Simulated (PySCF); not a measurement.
**Working out the ionisation energy of As⁺**

As⁺ [Ar] 3d10 4s2 4p2 (3P) → As²⁺ [Ar] 3d10 4s2 4p1 (2P). Computed with PySCF 2.14 in aug-cc-pwCVTZ-PP with ECP10MDF, with a scalar-relativistic core potential. Frozen: nothing. Energies in hartree (1 hartree = 27.21139 eV):

```csv
part,As⁺ (lower),As²⁺ (upper)
UHF,-330.864506,-330.203862
MP2 opposite-spin,-0.570615,-0.560459
MP2 same-spin,-0.270874,-0.261053
```

Q: What does Hartree-Fock give?

A: (-330.203862) − (-330.864506) = 0.660644 hartree = 17.977 eV.

Q: What do MP2 and SCS-MP2 (6/5 opposite-spin, 1/3 same-spin) give?

A: The opposite-spin parts differ by 0.276 eV and the same-spin parts by 0.267 eV. MP2: 17.977 + (0.276) + (0.267) = 18.520 eV. SCS-MP2: 17.977 + 1.2 × (0.276) + (0.267)/3 = 18.397 eV.

Reference: 18.589 eV (measured; NIST Atomic Spectra Database, ionization energies), between the lowest levels; spin-orbit coupling is absent from the calculation.

What remains against the reference includes basis incompleteness and correlation beyond second order.
